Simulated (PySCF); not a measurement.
## [Y(NH2)2]+ at several levels of theory

Computed with PySCF 2.14.0 (density fitting, no spin-orbit coupling) at the geometry relaxed with PBE0:

```xyz
7
[Y(NH2)2]+ (singlet)
Y     0.0000    0.7888   -0.1038
N     1.6436    0.0366    0.8645
H     1.5895   -0.6083    1.6564
H     2.6388    0.1929    0.6916
N    -1.6436    0.0366    0.8645
H    -2.6388    0.1929    0.6916
H    -1.5895   -0.6083    1.6564
```

```csv
level,basis,state,HOMO (eV),gap (eV),charge on Y1 (e),dipole about the centre of mass (D),largest force component (eV/Å)
PBE0,"Y def2-SVP with ECP28, N def2-SVP, H def2-SVP",singlet,-11.65,5.01,1.15,3.39,0.02
TPSSh,the same,singlet,-10.90,4.02,1.14,3.32,0.26
wB97X,the same,singlet,-14.01,9.37,1.19,3.81,0.12
```

Charges are Mulliken's, which hang on the basis. The relaxation used the grid (50, 194), these runs (75, 302) or, all-electron (x2c bases, spin-free X2C Hamiltonian), (99, 590).

Problem. What does PBE0 with Y def2-TZVP with ECP28, N def2-TZVP, H def2-TZVP give here?

Solution. state singlet, HOMO (eV) -11.73, gap (eV) 5.03, charge on Y1 (e) 1.55, dipole about the centre of mass (D) 3.65, largest force component (eV/Å) 0.29. Time: 12 s on 2 threads of Arm Neoverse V1 (shared host), from free ions and atoms.

In the first row's basis the gap widens with exact exchange: 4.0 to 5.0 eV for TPSSh, PBE0 (a fixed share); 9.4 eV for wB97X (rising or full at long range).
